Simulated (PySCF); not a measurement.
Coordinates in bohr (charge 0 multiplicity 5):
```
W     0.0029    0.0000    0.2973
H    -0.1792    0.0000    3.7259
O    -0.0881    0.0000   -3.3358
H     1.2327    0.0000   -4.5830
```

Level of theory: UPBE0 in PySCF with W def2-TZVP with ECP60, H def2-TZVP, O def2-TZVP; scalar-relativistic core potentials, no spin–orbit coupling; density-fitted integrals.

This geometry of HW(OH) is a stationary point at this level.

(1) What is the point group?

(2) Is it a minimum?

(3) List the harmonic modes with their infrared intensities.

(4) What are the dipole moment and the gap between the highest occupied and lowest empty levels of either spin?

(5) Give the atomic charges and bond orders.

Answers

(1) Cs.

(2) No: it has 1 imaginary mode, at 545i cm⁻¹ (a'').

(3) 
```
symmetry  ω (cm⁻¹)  IR (km/mol)
     a''      545i            –
      a'       258         24.3
      a'       500          145
      a'       654          156
      a'      1771          266
      a'      3851         79.0
```

(4) 2.39 D and 2.98 eV.

(5) 
```csv
atom,Mulliken,Löwdin,polar tensor,spin (Mulliken),Mayer order to W1
W1,0.49,0.44,0.94,4.14,–
H2,-0.15,-0.23,-0.36,-0.08,0.94
O3,-0.68,-0.36,-0.85,-0.08,1.05
H4,0.33,0.16,0.27,0.02,0.02
```
Other Mayer orders above 0.3: O–H 0.87.

Only a few start shapes were tried, so a lower isomer may exist. With open d or f shells other occupations or spin states may lie lower. At this level a quintet minimum of C1 symmetry lies 57 kJ/mol below this structure. No spin–orbit coupling is included, which matters more the heavier the element.
